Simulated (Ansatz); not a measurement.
Cost and result up the ladder for the cluster Pd₄S₃ (7 atoms). Total charge 0; singlet. Geometry: r2SCAN-D4/def2-SVP.

```xyz
7

Pd    0.9068   -0.3624   -1.5839
Pd    0.5398    0.8266    1.5787
Pd   -0.9247    1.4126   -0.7928
Pd   -0.5862   -1.5034    0.9295
S    -1.7102    0.4643    1.0986
S     1.3685    1.5218   -0.4015
S     0.4059   -2.3595   -0.8287
```

Ansatz on 4 threads of Intel Xeon 6975P-C on a shared host. Times are rough, and most runs start from the orbitals of an earlier one. No level here is sound enough to serve as a yardstick. Binding counts from free atoms at the same level (Pd singlet, S triplet; other spins of the atoms weren't run), without zero-point energy or a counterpoise term.

In the def2 sets Pd takes a core potential; there is no spin–orbit coupling. HSE06 is defined as in plane-wave codes, on full-range PBE exchange. Correlated methods freeze 15 core orbitals; core or outer-core shells of Pd are correlated, in sets that lack core-valence functions. No other spin state of charge 0 was run. Another isomer (singlet) lies 0.54 eV lower at PBE0-D4/def2-TZVP; other spin states weren't run for this one.

Run but left out: MP2/def2-TZVP (restricted singlet, unstable towards broken spin symmetry).

Correlated methods converge slowly with the basis.

| level | functions | binding energy per atom (eV) | remarks |
| --- | --- | --- | --- |
| LDA (SPW92)/def2-TZVP | 271 | 3.71 | restricted SCF unstable in HF |
| r2SCAN-D4/def2-TZVP | 271 | 3.06 | restricted SCF unstable in HF |
| HSE06-D4/def2-TZVP | 271 | 2.56 | restricted SCF unstable in HF |
| r2SCAN0-D4/def2-TZVP | 271 | 2.53 | restricted SCF unstable in HF |
| PBE-D4/def2-SVP | 178 | 2.99 | restricted SCF unstable in HF |
| PBE0-D4/def2-TZVP | 271 | 2.55 | restricted SCF unstable in HF |
| PBE0-D4/def2-SVP | 178 | 2.47 | restricted SCF unstable in HF |
| PBE-D4/def2-TZVP (with forces) | 271 | 3.06 | – |
| RPA@PBE/def2-TZVP | 271 | 2.51 | – |

(1) Estimate how long each takes.

Results:

(1) PBE-D4/def2-SVP 1.8 s; LDA (SPW92)/def2-TZVP 1.9 s; PBE-D4/def2-TZVP (with forces) 4 s; PBE0-D4/def2-SVP 4.1 s; r2SCAN-D4/def2-TZVP 7.5 s; PBE0-D4/def2-TZVP 8 s; HSE06-D4/def2-TZVP 8 s; RPA@PBE/def2-TZVP 10 s; r2SCAN0-D4/def2-TZVP 12 s. On shared hardware such times vary by a factor of up to 3.
